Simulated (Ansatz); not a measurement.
Ansatz results at the PBE0-D4/def2-TZVP geometry: LUMO energy (ωB97M-V/def2-TZVPP) 1.70 eV; HOMO–LUMO gap (PBE0/def2-TZVPP) 6.77 eV; HOMO energy (ωB97M-V/def2-TZVPP) -9.40 eV.

(1) Which molecule gave them?
A. `CC=C=CCl`
B. `N=C(S)N[SiH2]F`
C. `C#CCCCl`
D. `C=CB(S)Cl`

Answers

(1) A. The others give `C=CB(S)Cl`: 0.20, 6.03, -10.01; `C#CCCCl`: 2.21, 8.32, -10.34; `N=C(S)N[SiH2]F`: 1.40, 6.99, -9.71.
